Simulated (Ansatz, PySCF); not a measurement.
Al(All)(F)(OH) (C3H6AlFO), SMILES C=C[CH2][Al]([OH])[F]. Atoms are numbered in the order given.

```xyz
12

Al     0.3708     0.5773     0.2232
C     -0.1385    -1.3003     0.1801
C     -1.1192    -1.3328    -0.9590
C     -0.8208    -1.5180    -2.2540
H     -0.5954    -1.6310     1.1248
H      0.7486    -1.9199    -0.0280
H     -2.1637    -1.1232    -0.6931
H      0.2032    -1.7249    -2.5836
H     -1.5937    -1.4797    -3.0254
F      1.7502     1.0914    -0.5646
O     -0.6297     1.7253     0.9712
H     -0.5042     2.6784     0.9602
```

Geometry: B3LYP-D3(BJ)/def2-SVP. One conformer was computed; it need not be the lowest.

Two levels are set side by side: PBE-D3(BJ)/def2-SVP (Ansatz, a program for electronic structure) and B3LYP-D3(BJ)/def2-SVP (Ansatz). Each level has its own optimised geometry; the coordinates shown are those of the second. Frequencies come from the Hessian of PySCF at each geometry. Differences are taken from unrounded values.

```
quantity                            B3LYP-D3(BJ)  PBE-D3(BJ)  PBE-D3(BJ) minus B3LYP-D3(BJ)
----------------------------------  ------------  ----------  -----------------------------
mean bond length (Å)                       1.328       1.336                          0.008
bond Al1–C2 (Å)                            1.946       1.950                          0.005
bond Al1–F10 (Å)                           1.670       1.683                          0.013
bond Al1–O11 (Å)                           1.697       1.713                          0.017
bond C2–C3 (Å)                             1.503       1.503                          0.000
bond C3–C4 (Å)                             1.342       1.356                          0.014
bond C2–H5 (Å)                             1.100       1.104                          0.004
bond C2–H6 (Å)                             1.102       1.108                          0.006
bond C3–H7 (Å)                             1.098       1.106                          0.008
bond C4–H8 (Å)                             1.095       1.104                          0.008
bond C4–H9 (Å)                             1.093       1.100                          0.007
bond O11–H12 (Å)                           0.961       0.970                          0.009
highest harmonic wavenumber (cm⁻¹)          3922        3811                           -111
mean harmonic wavenumber (cm⁻¹)             1254        1220                            -34
zero-point energy (kcal/mol)               53.79       52.33                          -1.45
```

GGA bonds tend to be longer and softer than those of functionals with exact exchange. Differences between two approximate levels are no errors against the true value.
